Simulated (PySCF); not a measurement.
Computed IR spectrum (relative IR intensity) of a molecule C₃H₇BO₂. The structure is a stationary point at PBE-D3(BJ)/def2-SVP. Other conformers were not sampled. Calculation: PBE-D3(BJ)/def2-SVP (PySCF 2.14.0). Harmonic, unscaled wavenumbers; measured fundamentals usually lie a few per cent lower.

ν (cm⁻¹): 176 (vw), 211 (vw), 507 (w), 704 (vw), 739 (w), 821 (w), 946 (w), 1025 (w), 1132 (w), 1150 (w), 1260 (s), 1328 (m), 1369 (m), 1376 (m), 1425 (w), 1455 (s), 1734 (m), 2707 (vs), 2954 (m), 3033 (w), 3039 (w), 3074 (w) (against the strongest line: vs over 80 %, s over 45 %, m over 15 %, w over 4 %, vw less)

Question: Identify the compound among the candidates.
(A) C=CB(O)CO
(B) COB(C)C=O
(C) C[C@@H]1COB1O
(D) CB1OC[C@H]1O

Answer: B, COB(C)C=O
